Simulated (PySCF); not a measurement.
Compound: C5H6FO (doublet state).
SMILES with atom numbers: `[CH2:1]=[C:2][C:3](=[O:4])[CH2:5][CH2:6][F:7]` (hydrogens: H8, H9 on C1; H10, H11 on C5; H12, H13 on C6)

Structure used (GFN2-xTB), in Å, numbered top down from 1:
```xyz
13
C5H6FO angstrom
C      2.829    0.409   -0.056
C      1.647   -0.073   -0.160
C      0.377   -0.631   -0.241
O      0.174   -1.844   -0.304
C     -0.758    0.390   -0.248
C     -2.102   -0.315   -0.339
F     -3.119    0.608   -0.329
H      3.310    0.584    0.900
H      3.433    0.678   -0.914
H     -0.632    1.068   -1.096
H     -0.713    0.991    0.665
H     -2.260   -0.981    0.514
H     -2.190   -0.883   -1.270
```

The hyperfine couplings belong to this conformer and change with its torsions.

Computed with PySCF, UKS B3LYP, pcH-1 on C F H O, non-relativistic, mean-field spin-orbit, GIAO. Geometry: GFN2-xTB, one conformer, isolated molecule. The geometry wasn't refined by DFT: couplings that depend on bond lengths, twists or pyramidal angles can differ widely from those at the functional's own minimum. The SCF solution wasn't tested for stability.

Predict the first-order ENDOR lines of H8, H9, H10/H11 and H12/H13 under fast tumbling at B = 340.2 mT (X band).

For S = 1/2 in fast tumbling each set of equivalent nuclei gives two lines, ν± = |νn ± a/2| to first order, with νn = g_N μN B/h and μN/h = 7.62259 MHz/T.

```json
{"nuclei": "H8", "isotope": "1H", "g_N": "5.5857", "νn (MHz)": "14.48", "a_iso (MHz)": "154.64", "lower line (MHz)": "62.83", "upper line (MHz)": "91.80"}
{"nuclei": "H9", "isotope": "1H", "g_N": "5.5857", "νn (MHz)": "14.48", "a_iso (MHz)": "152.82", "lower line (MHz)": "61.93", "upper line (MHz)": "90.90"}
{"nuclei": "H10/H11", "isotope": "1H", "g_N": "5.5857", "νn (MHz)": "14.48", "a_iso (MHz)": "7.44", "lower line (MHz)": "10.77", "upper line (MHz)": "18.20"}
{"nuclei": "H12/H13", "isotope": "1H", "g_N": "5.5857", "νn (MHz)": "14.48", "a_iso (MHz)": "2.55", "lower line (MHz)": "13.21", "upper line (MHz)": "15.76"}
```

Which pairs are centred on the nuclear Larmor frequency, and which on half the coupling?

Centred on νn, since |a| < 2νn: H10/H11 and H12/H13. Centred on |a|/2 and split by 2νn: H8 and H9.

Class means assume fast exchange of nuclei equivalent by connectivity; if that motion is slow, each nucleus keeps its own coupling.

Largest spin populations (Mulliken): C2 (+0.78), O4 (+0.33), C1 (-0.14) and C3 (-0.11). The positive populations add up to 1.24 and the negative ones to -0.24, together 2S = 1.

Hardware: one thread of an Arm Neoverse V2, on a shared host. Cost: 39 s of wall time (grids of density and orbitals included), 0.89 GiB resident at most.
